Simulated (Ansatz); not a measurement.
A nudged elastic band was laid between two geometries of CH5N + H4Sn (12 atoms, charge 0, multiplicity 1).

Computed with RKS B3LYP-D4/def2-SVP in Ansatz.

```yaml
movable_images: 5
climbing_image: yes
spring: 5.0 eV/Å²
optimiser: quadratic models (default)
start_path: through a guess of the saddle point
force_threshold: 0.05 eV/Å
iteration_limit: 60
end_points: relaxed
```

Image 0:

```xyz
12
Properties=species:S:1:pos:R:3
Sn -1.647 1.244 -0.625
H -0.165 2.066 -0.354
H -1.357 -0.181 -1.537
H -2.361 0.830 0.881
H -2.716 2.270 -1.494
H 0.547 0.017 1.549
N 0.672 -0.932 1.197
C 1.607 -0.982 0.084
H -0.247 -1.287 0.940
H 1.339 -0.379 -0.810
H 1.729 -2.026 -0.251
H 2.601 -0.641 0.421
```

Image 6:

```xyz
12
Properties=species:S:1:pos:R:3
Sn -1.701 0.142 -0.693
H 1.342 1.921 2.350
H -2.287 -1.243 -1.552
H -2.837 0.638 0.493
H -1.318 1.392 -1.807
H 0.986 1.476 1.839
N 0.048 -0.245 0.331
C 1.214 -0.739 -0.386
H -0.117 -0.777 1.185
H 1.433 -0.083 -1.246
H 1.129 -1.774 -0.780
H 2.107 -0.709 0.265
```

(1) What changes between the two ends?

(2) Give the energies along the band, and the barrier.

(3) What is the geometry of the highest image?

Answers

(1) Bonds broken: Sn1–H2, H6–N7. Bonds formed: Sn1–N7, H2–H6. CH5N + H4Sn becomes CH7NSn + H2.

(2) It converged. The highest image is number 3 of 0 to 6, 163.4 kJ/mol above the first end and 120.8 kJ/mol above the last; the last end lies 42.6 kJ/mol above the first. Neighbouring images differ by up to 1.4 eV, so the band resolves the path poorly. A vibrational analysis at the climbing image gives one clearly imaginary mode, 1455i cm⁻¹: a first-order saddle point. The orbitals stay closed-shell, which can raise the energy where a bond breaks towards radicals; this wasn't checked here.

| image | path coordinate (Å) | energy (kJ/mol) | Sn1–H2 (Å) | H6–N7 (Å) | Sn1–N7 (Å) |
| --- | --- | --- | --- | --- | --- |
| 0 | 0.00 | 0.0 | 1.72 | 1.02 | 3.66 |
| 1 | 1.42 | 4.9 | 1.72 | 1.02 | 3.71 |
| 2 | 2.84 | 26.4 | 1.75 | 1.02 | 2.78 |
| 3 | 4.25 | 163.4 | 2.28 | 1.26 | 2.23 |
| 4 | 5.38 | 53.7 | 3.13 | 2.11 | 2.07 |
| 5 | 6.51 | 43.3 | 4.09 | 2.47 | 2.06 |
| 6 | 7.65 | 42.6 | 4.66 | 2.47 | 2.06 |

(3) 
```xyz
12
Properties=species:S:1:pos:R:3:forces:R:3
Sn -1.471 0.554 -0.368 0.01 0.00 -0.02
H -0.213 1.839 1.040 -0.03 -0.02 0.02
H -1.833 -0.918 -1.241 0.00 0.01 0.00
H -2.800 0.833 0.678 0.01 0.01 0.01
H -1.111 1.740 -1.549 0.00 -0.01 0.00
H 0.308 0.880 1.019 0.04 0.02 -0.04
N 0.343 -0.309 0.601 -0.03 -0.01 0.04
C 1.445 -0.821 -0.214 0.00 0.02 0.00
H 0.092 -0.963 1.349 0.01 -0.02 -0.01
H 1.790 -0.025 -0.894 0.00 0.00 0.00
H 1.149 -1.688 -0.832 -0.01 0.01 0.01
H 2.301 -1.123 0.411 0.00 0.00 0.00
```

Run time: 5.6 min on 2 threads of Arm Neoverse V1 (shared host), peak memory 0.22 GiB.
